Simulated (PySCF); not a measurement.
Atomic charges against the basis set

Species: C3H5ClOSi.
SMILES with atom numbers: `[CH3:1][C:2]1=[C:3]([Cl:4])[O:5][SiH2:6]1` (hydrogens: H7, H8, H9 on C1; H10, H11 on Si6)

PBE0 throughout (PySCF), one geometry, spherical d and f functions. Geometry: PBE0-D3(BJ)/def2-SVP; no solvent, vibrations or thermal averaging. Atoms taken as equivalent share a column and are averaged. The first 7 of 8 kinds of atom are listed.

Mulliken charges (e):

```json
{"basis": "STO-3G", "functions": "43", "C1": "-0.241", "C2": "-0.214", "C3": "+0.060", "Cl4": "-0.107", "O5": "-0.291", "Si6": "+0.717", "H7/H8/H9": "+0.088"}
{"basis": "6-31G", "functions": "72", "C1": "-0.566", "C2": "-0.260", "C3": "-0.044", "Cl4": "+0.200", "O5": "-0.612", "Si6": "+0.915", "H7/H8/H9": "+0.189"}
{"basis": "pcSseg-0", "functions": "72", "C1": "-0.641", "C2": "-0.613", "C3": "+0.130", "Cl4": "+0.134", "O5": "-0.732", "Si6": "+1.112", "H7/H8/H9": "+0.248"}
{"basis": "6-31G*", "functions": "102", "C1": "-0.596", "C2": "-0.122", "C3": "+0.142", "Cl4": "+0.047", "O5": "-0.558", "Si6": "+0.637", "H7/H8/H9": "+0.195"}
{"basis": "cc-pVDZ", "functions": "117", "C1": "-0.017", "C2": "-0.281", "C3": "+0.161", "Cl4": "-0.059", "O5": "-0.371", "Si6": "+0.488", "H7/H8/H9": "+0.059"}
{"basis": "def2-SVP", "functions": "117", "C1": "+0.024", "C2": "-0.391", "C3": "+0.243", "Cl4": "-0.077", "O5": "-0.424", "Si6": "+0.619", "H7/H8/H9": "+0.050"}
{"basis": "aug-cc-pVDZ", "functions": "191", "C1": "+0.340", "C2": "+0.472", "C3": "+0.322", "Cl4": "-0.238", "O5": "-0.897", "Si6": "-0.413", "H7/H8/H9": "-0.051"}
{"basis": "6-311+G(2d,p)", "functions": "208", "C1": "-1.149", "C2": "-0.026", "C3": "+0.441", "Cl4": "+0.112", "O5": "-0.507", "Si6": "+0.735", "H7/H8/H9": "+0.162"}
{"basis": "def2-TZVP", "functions": "228", "C1": "-0.391", "C2": "-0.258", "C3": "+0.271", "Cl4": "-0.058", "O5": "-0.359", "Si6": "+0.418", "H7/H8/H9": "+0.136"}
{"basis": "cc-pVTZ", "functions": "258", "C1": "-0.272", "C2": "-0.227", "C3": "+0.248", "Cl4": "-0.082", "O5": "-0.325", "Si6": "+0.400", "H7/H8/H9": "+0.107"}
{"basis": "IGLO-III", "functions": "278", "C1": "-0.468", "C2": "-0.266", "C3": "+0.187", "Cl4": "+0.052", "O5": "-0.589", "Si6": "+1.024", "H7/H8/H9": "+0.122"}
```

IAO charges (e):

```json
{"basis": "STO-3G", "functions": "43", "C1": "-0.399", "C2": "-0.341", "C3": "+0.027", "Cl4": "-0.021", "O5": "-0.386", "Si6": "+0.895", "H7/H8/H9": "+0.141"}
{"basis": "6-31G", "functions": "72", "C1": "-0.432", "C2": "-0.334", "C3": "+0.129", "Cl4": "+0.005", "O5": "-0.554", "Si6": "+0.852", "H7/H8/H9": "+0.160"}
{"basis": "pcSseg-0", "functions": "72", "C1": "-0.421", "C2": "-0.359", "C3": "+0.129", "Cl4": "+0.010", "O5": "-0.549", "Si6": "+0.871", "H7/H8/H9": "+0.156"}
{"basis": "6-31G*", "functions": "102", "C1": "-0.414", "C2": "-0.376", "C3": "+0.167", "Cl4": "+0.001", "O5": "-0.590", "Si6": "+0.989", "H7/H8/H9": "+0.151"}
{"basis": "cc-pVDZ", "functions": "117", "C1": "-0.414", "C2": "-0.374", "C3": "+0.171", "Cl4": "-0.001", "O5": "-0.583", "Si6": "+0.977", "H7/H8/H9": "+0.151"}
{"basis": "def2-SVP", "functions": "117", "C1": "-0.404", "C2": "-0.381", "C3": "+0.171", "Cl4": "+0.008", "O5": "-0.588", "Si6": "+0.993", "H7/H8/H9": "+0.147"}
{"basis": "aug-cc-pVDZ", "functions": "191", "C1": "-0.424", "C2": "-0.378", "C3": "+0.174", "Cl4": "-0.001", "O5": "-0.598", "Si6": "+0.986", "H7/H8/H9": "+0.155"}
{"basis": "6-311+G(2d,p)", "functions": "208", "C1": "-0.426", "C2": "-0.387", "C3": "+0.170", "Cl4": "+0.005", "O5": "-0.606", "Si6": "+1.018", "H7/H8/H9": "+0.156"}
{"basis": "def2-TZVP", "functions": "228", "C1": "-0.425", "C2": "-0.390", "C3": "+0.171", "Cl4": "+0.006", "O5": "-0.607", "Si6": "+1.028", "H7/H8/H9": "+0.155"}
{"basis": "cc-pVTZ", "functions": "258", "C1": "-0.427", "C2": "-0.386", "C3": "+0.173", "Cl4": "+0.003", "O5": "-0.602", "Si6": "+1.014", "H7/H8/H9": "+0.155"}
{"basis": "IGLO-III", "functions": "278", "C1": "-0.427", "C2": "-0.390", "C3": "+0.170", "Cl4": "+0.009", "O5": "-0.608", "Si6": "+1.026", "H7/H8/H9": "+0.156"}
```

Hirshfeld charges (e):

```csv
basis,functions,C1,C2,C3,Cl4,O5,Si6,H7/H8/H9
STO-3G,43,-0.030,-0.160,+0.107,-0.140,-0.183,+0.469,+0.020
6-31G,72,-0.093,-0.144,+0.070,-0.023,-0.253,+0.415,+0.044
pcSseg-0,72,-0.108,-0.149,+0.065,-0.003,-0.246,+0.436,+0.039
6-31G*,102,-0.095,-0.140,+0.087,-0.030,-0.229,+0.398,+0.042
cc-pVDZ,117,-0.109,-0.142,+0.074,-0.015,-0.214,+0.406,+0.042
def2-SVP,117,-0.116,-0.145,+0.079,-0.001,-0.225,+0.412,+0.042
aug-cc-pVDZ,191,-0.124,-0.147,+0.063,+0.002,-0.237,+0.423,+0.047
"6-311+G(2d,p)",208,-0.116,-0.148,+0.060,+0.004,-0.237,+0.423,+0.046
def2-TZVP,228,-0.120,-0.144,+0.069,-0.001,-0.231,+0.415,+0.046
cc-pVTZ,258,-0.120,-0.142,+0.071,-0.007,-0.225,+0.412,+0.045
IGLO-III,278,-0.127,-0.145,+0.063,+0.015,-0.236,+0.414,+0.045
```

ESP-fitted charges (e):

| basis | functions | C1 | C2 | C3 | Cl4 | O5 | Si6 | H7/H8/H9 |
| --- | --- | --- | --- | --- | --- | --- | --- | --- |
| STO-3G | 43 | -0.465 | -0.164 | +0.277 | -0.186 | -0.303 | +0.592 | +0.139 |
| 6-31G | 72 | -0.412 | -0.267 | +0.262 | -0.069 | -0.507 | +0.795 | +0.144 |
| pcSseg-0 | 72 | -0.467 | -0.367 | +0.327 | -0.072 | -0.537 | +0.916 | +0.162 |
| 6-31G* | 102 | -0.424 | -0.150 | +0.100 | -0.020 | -0.361 | +0.644 | +0.137 |
| cc-pVDZ | 117 | -0.359 | -0.164 | +0.098 | -0.015 | -0.338 | +0.598 | +0.121 |
| def2-SVP | 117 | -0.340 | -0.226 | +0.152 | -0.013 | -0.382 | +0.676 | +0.117 |
| aug-cc-pVDZ | 191 | -0.447 | -0.120 | +0.091 | -0.019 | -0.348 | +0.604 | +0.142 |
| 6-311+G(2d,p) | 208 | -0.457 | -0.116 | +0.076 | -0.006 | -0.355 | +0.614 | +0.144 |
| def2-TZVP | 228 | -0.447 | -0.129 | +0.098 | -0.012 | -0.348 | +0.612 | +0.141 |
| cc-pVTZ | 258 | -0.419 | -0.146 | +0.105 | -0.019 | -0.342 | +0.614 | +0.135 |
| IGLO-III | 278 | -0.418 | -0.125 | +0.062 | +0.007 | -0.345 | +0.610 | +0.134 |

Some averages cover members that differ in this geometry, most widely: H7/H8/H9, Mulliken in aug-cc-pVDZ -0.113 to -0.017 e.

Problem. Which scheme is steadiest as the basis changes?

Solution. Largest range over the bases for any column: Hirshfeld 0.15 e, IAO 0.22 e, ESP-fitted 0.32 e, Mulliken 1.53 e. Hirshfeld charges move least and Mulliken charges most, counted in e. Without the minimal STO-3G basis the ranges are Hirshfeld 0.05, IAO 0.18, ESP-fitted 0.32, Mulliken 1.53 e.

Problem. How much do the charges still move between the two largest bases, cc-pVTZ and IGLO-III?

Solution. At most, over all atoms: Mulliken 0.625 e, IAO 0.012 e, Hirshfeld 0.022 e, ESP-fitted 0.043 e.

Problem. What do the same runs give for the total energy, the frontier levels and the dipole moment?

Solution. 
| basis | energy (Eh) | HOMO (eV) | LUMO (eV) | μ (D) |
| --- | --- | --- | --- | --- |
| STO-3G | -930.9572 | -3.78 | 3.49 | 3.37 |
| 6-31G | -941.5616 | -6.60 | -0.41 | 3.37 |
| pcSseg-0 | -940.3935 | -6.83 | -0.49 | 3.22 |
| 6-31G* | -941.6953 | -6.50 | -0.28 | 2.54 |
| cc-pVDZ | -941.7471 | -6.54 | -0.23 | 2.36 |
| def2-SVP | -941.3589 | -6.61 | -0.21 | 2.30 |
| aug-cc-pVDZ | -941.7649 | -6.70 | -0.72 | 2.48 |
| 6-311+G(2d,p) | -941.8177 | -6.72 | -0.75 | 2.46 |
| def2-TZVP | -941.8398 | -6.69 | -0.57 | 2.32 |
| cc-pVTZ | -941.8400 | -6.67 | -0.47 | 2.32 |
| IGLO-III | -941.8375 | -6.68 | -0.46 | 2.28 |

The dipole is fixed by the density alone, so its range of 1.09 D shows that the density itself changes with the basis, not only its division among atoms.
